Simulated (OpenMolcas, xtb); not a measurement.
**A ladder of methods for BH2O2F (SMILES OB(O)F)**

BH2O2F: 6 atoms, total charge 0, spin state singlet. As SMILES, `OB(O)F`. The coordinates come from a PBE0-D4/def2-TZVP relaxation. This is one conformer, not always the lowest.

```xyz
6

O    -0.4775    0.9710   -0.2084
B    -0.0238   -0.3075   -0.1065
O     0.9894   -0.6352    0.7261
F    -0.5731   -1.2806   -0.8332
H    -1.1989    1.0661   -0.8343
H     1.3260    0.1222    1.2100
```

Each level gives the vertical electron affinity (to the doublet anion) (eV). The values are calculated.

The electron affinity is E(neutral) − E(anion): positive where the electron is bound.

| level | kind | program | value (eV) | CPU time (all runs) |
| --- | --- | --- | --- | --- |
| GFN2-xTB | semi-empirical | xtb | -0.52 | under 2 s |
| HF/def2-SVPD | Hartree–Fock | OpenMolcas | -1.49 | 33 s |
| SVWN5/def2-SVPD | LDA | OpenMolcas | -0.66 | 76 s |
| BLYP/def2-SVPD | GGA | OpenMolcas | -0.82 | 1.8 min |
| TPSS/def2-SVPD | meta-GGA | OpenMolcas | -0.93 | 2.9 min |
| PBE0/def2-SVPD | global hybrid | OpenMolcas | -0.90 | 1.8 min |

Where it was recorded, the anion's HOMO is positive in HF/def2-SVPD, SVWN5/def2-SVPD, BLYP/def2-SVPD, TPSS/def2-SVPD, PBE0/def2-SVPD: a fault of the level (basis or self-interaction), which says nothing on whether the real anion is bound. The values span -1.49 to -0.52 eV. The xTB values lack the empirical shift that such differences need. Negative values mean that the anion is unbound at that level; they are set by how diffuse the basis is and aren't properties of the molecule, whose anion may well be bound. Times are those of the runs behind each value, whatever else they computed, on shared processors of several kinds: orders of magnitude only.
